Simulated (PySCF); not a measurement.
A homologous series of growing length: n-germane mercapto/mercapto. Gas-phase values, no solvent. One relaxed conformer stands for each flexible species; it need not be the lowest. Strings in code marks are SMILES.

The four lowest singlet excitations (Tamm–Dancoff). These are r2SCAN-D4/def2-TZVP // B3LYP-D3(BJ)/def2-SVP in PySCF values and carry that method's errors. Excitations are Tamm–Dancoff values on a coarser integration grid. The basis has no diffuse functions, so Rydberg states are missing or too high.

```tsv
state	energy (eV)	wavelength (nm)	oscillator strength
S1	4.26	291	0.675
S2	4.36	284	0.000
S3	5.22	238	1.041
S4	5.25	236	0.000
```

Question: Identify which member gives these states.
(A) `[SH][GeH2][GeH2][GeH2][SH]`
(B) `[SH][GeH2][GeH2][SH]`
(C) `[SH][GeH2][GeH2][GeH2][GeH2][SH]`
(D) `[SH][GeH2][GeH2][GeH2][GeH2][GeH2][GeH2][SH]`

Answer: D, `[SH][GeH2][GeH2][GeH2][GeH2][GeH2][GeH2][SH]`
